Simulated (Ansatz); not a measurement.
The lowest singlet and triplet of CH3N (SMILES C[N]); geometries from B3LYP-D3(BJ)/def2-TZVP, each state relaxed from the structure named, with no frequency check, low spin by broken symmetry.
Singlet (charge 0, multiplicity 1):
```xyz
5

C     -0.533     0.061     0.040
N      0.854    -0.097    -0.065
H     -0.872    -0.093     1.078
H     -0.842     1.073    -0.269
H     -1.064    -0.664    -0.598
```

```tsv
level	gap E(singlet) − E(triplet), vertical, at the singlet's geometry (eV)	cost
R-HF/cc-pVDZ	2.787	-
R-HF/cc-pVQZ	2.737	-
R-SVWN5/def2-TZVPP	1.822	×0.6
R-PBE/def2-TZVPP	1.933	×1
U-PBE/def2-TZVPP (spin-contaminated)	0.477	×2
R-r2SCAN/def2-TZVPP	2.246	×2
U-r2SCAN/def2-TZVPP (spin-contaminated)	0.472	×5
R-B3LYP/def2-TZVPP	1.913	×0.8
U-B3LYP/def2-TZVPP (spin-contaminated)	0.497	×2
R-PBE0/def2-TZVPP	2.108	×0.9
U-PBE0/def2-TZVPP (spin-contaminated)	0.536	×1
R-BHLYP/def2-TZVPP	2.089	×0.8
U-BHLYP/def2-TZVPP (spin-contaminated)	0.542	×2
R-wB97X-V/def2-TZVPP	1.869	×3
U-wB97X-V/def2-TZVPP (spin-contaminated)	0.553	×10
R-wB97M-V/def2-TZVPP	1.779	×3
U-wB97M-V/def2-TZVPP (spin-contaminated)	0.689	×6
U-B2PLYP/def2-TZVPP (spin-contaminated)	0.573	×3
R-MP2/cc-pVDZ	2.251	-
R-MP2/cc-pVTZ	2.085	-
R-MP2/cc-pVQZ	2.014	-
R-SCS-MP2/cc-pVDZ	2.107	-
R-SCS-MP2/cc-pVQZ	1.808	-
R-CCSD/cc-pVDZ	2.047	-
R-CCSD/cc-pVTZ	1.929	-
R-CCSD/cc-pVQZ	1.881	-
R-CCSD(T)/cc-pVDZ	1.925	×0.3
R-CCSD(T)/cc-pVTZ	1.806	×2
R-CCSD(T)/cc-pVQZ	1.758	×60
R-CCSDT/cc-pVDZ	1.684	-
R-CCSDT(Q)/cc-pVDZ	1.622	×7
SA-CASSCF(2,2)/cc-pVDZ	1.742	-
SA-CASSCF(2,2)/cc-pVTZ	1.673	-
SA-CASSCF(2,2)/cc-pVQZ	1.657	-
SC-NEVPT2 on SA-CASSCF(2,2)/cc-pVDZ	1.682	-
SC-NEVPT2 on SA-CASSCF(2,2)/cc-pVTZ	1.539	-
FIC-NEVPT4(SD) on SA-CASSCF(2,2)/cc-pVDZ	1.669	-
FIC-NEVPT4(SD) on SA-CASSCF(2,2)/cc-pVTZ	1.517	-
FIC-MRCISD+Q on SA-CASSCF(2,2)/cc-pVDZ	1.639	-
FIC-MRCISD+Q on SA-CASSCF(2,2)/cc-pVTZ	1.491	-
```

The rows run from 0.472 (U-r2SCAN/def2-TZVPP (spin-contaminated)) to 2.787 eV (R-HF/cc-pVDZ). In cc-pVQZ the value moves R-HF 2.737, R-MP2 2.014, R-CCSD 1.881, R-CCSD(T) 1.758, a shift of -0.979 from R-HF to R-CCSD(T). From cc-pVDZ to cc-pVQZ R-CCSD(T) changes by -0.167. The 8 R-functionals in def2-TZVPP without D3 or D4 span 0.467, from R-wB97M-V to R-r2SCAN.

A positive gap puts the triplet lower; no zero-point energy. R- takes a restricted singlet, here one determinant of a half-filled degenerate or near-degenerate pair, which mixes singlet states. U- takes an unrestricted singlet (broken symmetry where lower, unprojected). The triplet is unrestricted in single-reference levels. Active spaces average the two states.

Correlated levels freeze the cores.

Doubts at one or more of the structures used: a restricted determinant that unrestricted orbitals would lower (R-HF/cc-pVDZ, R-HF/cc-pVQZ, R-SVWN5/def2-TZVPP, R-PBE/def2-TZVPP, R-r2SCAN/def2-TZVPP, R-B3LYP/def2-TZVPP, R-PBE0/def2-TZVPP, R-BHLYP/def2-TZVPP, R-wB97X-V/def2-TZVPP, R-wB97M-V/def2-TZVPP, R-MP2/cc-pVDZ, R-MP2/cc-pVTZ, R-MP2/cc-pVQZ, R-SCS-MP2/cc-pVDZ, R-SCS-MP2/cc-pVQZ, R-CCSD/cc-pVDZ, R-CCSD/cc-pVTZ, R-CCSD/cc-pVQZ, R-CCSD(T)/cc-pVDZ, R-CCSD(T)/cc-pVTZ, R-CCSD(T)/cc-pVQZ, R-CCSDT/cc-pVDZ, R-CCSDT(Q)/cc-pVDZ); other coupled-cluster roots lie near (R-CCSDT/cc-pVDZ, R-CCSDT(Q)/cc-pVDZ).

The values were computed with Ansatz (a program for electronic structure). Values without a source in brackets are computed.

Costs are rough ratios of core time to R-PBE/def2-TZVPP (about 7 s over the structures, on one shared machine); a dash marks a level with no comparable run of its own.
